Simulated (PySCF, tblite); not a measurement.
Compound: C₆H₆N₂O.
SMILES: `N#C[C@@H]1C=C[C@H]1NC=O`

Jobs on this species (15 atoms, 64 electrons) with PySCF (density fitting) and tblite. Hardware of each: one thread, Intel Xeon at 2.50 GHz (x86_64) (shared host). Times come from a shared host and carry two figures at best.

| level and settings | work | basis functions | SCF cycles | wall time |
| --- | --- | --- | --- | --- |
| GFN2-xTB | Hessian by finite differences | – | – | ? |
| CAM-B3LYP/def2-SVPD | 8 singlets by full TDDFT, 3 Tamm–Dancoff triplets, polarisability | 231 | ? | ? |
| GFN2-xTB | L-BFGS relaxation | – | – | 2.2 s |
| PBE0/pcSseg-1 | shieldings, ring-centre shieldings, charges and field gradients, density and orbital grids written | 183 | 16 | 98 s |

Q: Fill in the missing figures.

A: 
- GFN2-xTB; Hessian by finite differences: 1.6 s
- CAM-B3LYP/def2-SVPD; 8 singlets by full TDDFT, 3 Tamm–Dancoff triplets, polarisability: 2.6 min, 15 SCF cycles

Q: What do all jobs in the table cost together?

A: About 4.3 min; the longest takes about 61 % of that, and about 98 times as long as the shortest.
